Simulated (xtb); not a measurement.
xtb job for C2H3ClN2Si, SMILES Cl[SiH]1N=CC=N1, GFN2-xTB. 

```
$ xtb mol.xyz --gfn 2 --sp --chrg 0 --uhf 0 --json
$ cat mol.xyz
9

Cl     2.00769618     0.40186240    -0.00000000
Si     0.29935452    -0.62342895     0.00000000
N     -0.80297716    -0.11302407     1.29028574
C     -1.84821456     0.34367353     0.74407807
C     -1.84821456     0.34367352    -0.74407808
N     -0.80297716    -0.11302407    -1.29028574
H      0.46517232    -2.05917184     0.00000001
H     -2.68335782     0.70688547     1.32730979
H     -2.68335781     0.70688547    -1.32730979
```

It prints:

```
[banner left out]
          |                Calculation Setup                |
           -------------------------------------------------



molecular fragmentation (1/2 indicates fragments):
111111222
# atoms in fragment 1/2:     6     3
 fragment masses (1/2) :      115.57        3.02
CMA distance (Bohr)    :   3.324
constraining FC (au)   :  0.0500

           -------------------------------------------------
          |                 G F N 2 - x T B                 |
           -------------------------------------------------

        Reference                      10.1021/acs.jctc.8b01176
      * Hamiltonian:
        H0-scaling (s, p, d)           1.850000    2.230000    2.230000
        zeta-weighting                 0.500000
      * Dispersion:
        s8                             2.700000
        a1                             0.520000
        a2                             5.000000
        s9                             5.000000
      * Repulsion:
        kExp                           1.500000    1.000000
        rExp                           1.000000
      * Coulomb:
        alpha                          2.000000
        third order                    shell-resolved
        anisotropic                    true
        a3                             3.000000
        a5                             4.000000
        cn-shift                       1.200000
        cn-exp                         4.000000
        max-rad                        5.000000


          ...................................................
          :                      SETUP                      :
          :.................................................:
          :  # basis functions                  39          :
          :  # atomic orbitals                  37          :
          :  # shells                           17          :
          :  # electrons                        32          :
          :  max. iterations                   250          :
          :  Hamiltonian                  GFN2-xTB          :
          :  restarted?                      false          :
          :  GBSA solvation                  false          :
          :  PC potential                    false          :
          :  electronic temp.          300.0000000     K    :
          :  accuracy                    1.0000000          :
          :  -> integral cutoff          0.2500000E+02      :
          :  -> integral neglect         0.1000000E-07      :
          :  -> SCF convergence          0.1000000E-05 Eh   :
          :  -> wf. convergence          0.1000000E-03 e    :
          :  Broyden damping             0.4000000          :
          :  net charge                          0          :
          :  unpaired electrons                  0          :
          ...................................................

 iter      E             dE          RMSdq      gap      omega  full diag
   1    -18.0657947 -0.180658E+02  0.750E+00    2.20       0.0  T
   2    -18.1080084 -0.422137E-01  0.408E+00    2.11       1.0  T
   3    -18.0917176  0.162908E-01  0.329E+00    1.74       1.0  T
   4    -18.1315029 -0.397853E-01  0.115E+00    1.78       1.0  T
   5    -18.1314143  0.885927E-04  0.600E-01    1.71       1.0  T
   6    -18.1317077 -0.293397E-03  0.313E-01    1.73       1.0  T
   7    -18.1320697 -0.361940E-03  0.134E-01    1.73       1.0  T
   8    -18.1320839 -0.142574E-04  0.690E-02    1.74       1.0  T
   9    -18.1320994 -0.154285E-04  0.344E-02    1.74       1.0  T
  10    -18.1321039 -0.456810E-05  0.178E-02    1.74       1.9  T
  11    -18.1321042 -0.297336E-06  0.108E-02    1.74       3.1  T
  12    -18.1321047 -0.485582E-06  0.253E-03    1.74      13.2  T
  13    -18.1321047 -0.213347E-07  0.540E-04    1.74      61.7  T
  14    -18.1321047  0.140972E-09  0.419E-04    1.74      79.6  T

   *** convergence criteria satisfied after 14 iterations ***

         #    Occupation            Energy/Eh            Energy/eV
      -------------------------------------------------------------
         1        2.0000           -1.0657667             -29.0010
       ...           ...                  ...                  ...
        10        2.0000           -0.4750682             -12.9273
        11        2.0000           -0.4701533             -12.7935
        12        2.0000           -0.4693532             -12.7718
        13        2.0000           -0.4478813             -12.1875
        14        2.0000           -0.4462287             -12.1425
        15        2.0000           -0.4034697             -10.9790
        16        2.0000           -0.3930403             -10.6952 (HOMO)
        17                         -0.3291258              -8.9560 (LUMO)
        18                         -0.2237296              -6.0880
        19                         -0.1949345              -5.3044
        20                         -0.1654532              -4.5022
        21                         -0.1169190              -3.1815
       ...                                ...                  ...
        37                          0.7747786              21.0828
      -------------------------------------------------------------
                  HL-Gap            0.0639145 Eh            1.7392 eV
             Fermi-level           -0.3610831 Eh           -9.8256 eV

 SCC (total)                   0 d,  0 h,  0 min,  0.010 sec
 SCC setup                      ...        0 min,  0.000 sec (  0.850%)
 Dispersion                     ...        0 min,  0.000 sec (  0.676%)
 classical contributions        ...        0 min,  0.000 sec (  0.172%)
 integral evaluation            ...        0 min,  0.002 sec ( 15.758%)
 iterations                     ...        0 min,  0.005 sec ( 52.698%)
 molecular gradient             ...        0 min,  0.003 sec ( 29.027%)
 printout                       ...        0 min,  0.000 sec (  0.734%)

         :::::::::::::::::::::::::::::::::::::::::::::::::::::
         ::                     SUMMARY                     ::
         :::::::::::::::::::::::::::::::::::::::::::::::::::::
         :: total energy             -17.949727143418 Eh    ::
         :: gradient norm              0.000137142102 Eh/a0 ::
         :: HOMO-LUMO gap              1.739201680400 eV    ::
         ::.................................................::
         :: SCC energy               -18.132099545498 Eh    ::
         :: -> isotropic ES            0.041473081111 Eh    ::
         :: -> anisotropic ES          0.001943473476 Eh    ::
         :: -> anisotropic XC          0.015163009911 Eh    ::
         :: -> dispersion             -0.007431245497 Eh    ::
         :: repulsion energy           0.182372402080 Eh    ::
         :: add. restraining           0.000000000000 Eh    ::
         :: total charge              -0.000000000000 e     ::
         :::::::::::::::::::::::::::::::::::::::::::::::::::::

           -------------------------------------------------
          |                Property Printout                |
           -------------------------------------------------

    * Orbital Energies and Occupations

         #    Occupation            Energy/Eh            Energy/eV
      -------------------------------------------------------------
         1        2.0000           -1.0657667             -29.0010
       ...           ...                  ...                  ...
         4        2.0000           -0.6466301             -17.5957
         5        2.0000           -0.5878210             -15.9954
         6        2.0000           -0.5557593             -15.1230
         7        2.0000           -0.5450292             -14.8310
         8        2.0000           -0.5231610             -14.2359
         9        2.0000           -0.4791505             -13.0383
        10        2.0000           -0.4750682             -12.9273
        11        2.0000           -0.4701533             -12.7935
        12        2.0000           -0.4693532             -12.7718
        13        2.0000           -0.4478813             -12.1875
        14        2.0000           -0.4462287             -12.1425
        15        2.0000           -0.4034697             -10.9790
        16        2.0000           -0.3930403             -10.6952 (HOMO)
        17                         -0.3291258              -8.9560 (LUMO)
        18                         -0.2237296              -6.0880
        19                         -0.1949345              -5.3044
        20                         -0.1654532              -4.5022
        21                         -0.1169190              -3.1815
        22                         -0.0383592              -1.0438
        23                         -0.0196310              -0.5342
        24                          0.0074874               0.2037
        25                          0.0090673               0.2467
        26                          0.0123247               0.3354
        27                          0.0367009               0.9987
       ...                                ...                  ...
        37                          0.7747786              21.0828
      -------------------------------------------------------------
                  HL-Gap            0.0639145 Eh            1.7392 eV
             Fermi-level           -0.3610831 Eh           -9.8256 eV

     #   Z          covCN         q      C6AA      α(0)
     1  17 Cl       0.805    -0.172   104.437    15.633
     2  14 Si       3.995     0.593    94.464    18.586
     3   7 N        1.745    -0.313    28.887     7.955
     4   6 C        3.146     0.070    26.198     8.374
     5   6 C        3.146     0.069    26.198     8.374
     6   7 N        1.745    -0.313    28.887     7.955
     7   1 H        0.923    -0.034     3.726     3.019
     8   1 H        0.925     0.050     2.322     2.383
     9   1 H        0.925     0.050     2.322     2.383

 Mol. C6AA /au·bohr⁶  :       2084.442224
 Mol. C8AA /au·bohr⁸  :      72528.256673
 Mol. α(0) /au        :         74.660972


Wiberg/Mayer (AO) data.
largest (>0.10) Wiberg bond orders for each atom

 ---------------------------------------------------------------------------
     #   Z sym  total        # sym  WBO       # sym  WBO       # sym  WBO
 ---------------------------------------------------------------------------
     1  17 Cl   1.288 --     2 Si   1.130
     2  14 Si   3.925 --     1 Cl   1.130     6 N    0.945     3 N    0.945
                             7 H    0.860
     3   7 N    3.105 --     4 C    1.906     2 Si   0.945     6 N    0.121
     4   6 C    3.955 --     3 N    1.906     5 C    1.032     8 H    0.957
     5   6 C    3.955 --     6 N    1.906     4 C    1.032     9 H    0.957
     6   7 N    3.105 --     5 C    1.906     2 Si   0.945     3 N    0.121
     7   1 H    0.999 --     2 Si   0.860
     8   1 H    0.998 --     4 C    0.957
     9   1 H    0.998 --     5 C    0.957
 ---------------------------------------------------------------------------

Topologies differ in total number of bonds
Writing topology from bond orders to xtbtopo.mol

molecular dipole:
                 x           y           z       tot (Debye)
 q only:       -0.389      -0.339      -0.000
   full:       -0.946      -0.183      -0.000       2.449
molecular quadrupole (traceless):
                xx          xy          yy          xz          yz          zz
 q only:        1.705      -2.950       1.570      -0.000       0.000      -3.274
  q+dip:        3.255      -4.638       2.431      -0.000       0.000      -5.686
   full:        4.069      -4.096       3.053      -0.000       0.000      -7.123


           -------------------------------------------------
          | TOTAL ENERGY              -17.949727143418 Eh   |
          | GRADIENT NORM               0.000137142102 Eh/α |
Note: The following floating-point exceptions are signalling: IEEE_UNDERFLOW_FLAG IEEE_DENORMAL
normal termination of xtb
          | HOMO-LUMO GAP               1.739201680400 eV   |
           -------------------------------------------------

------------------------------------------------------------------------
------------------------------------------------------------------------
 total:
 SCF:
```

Self-consistency was reached.
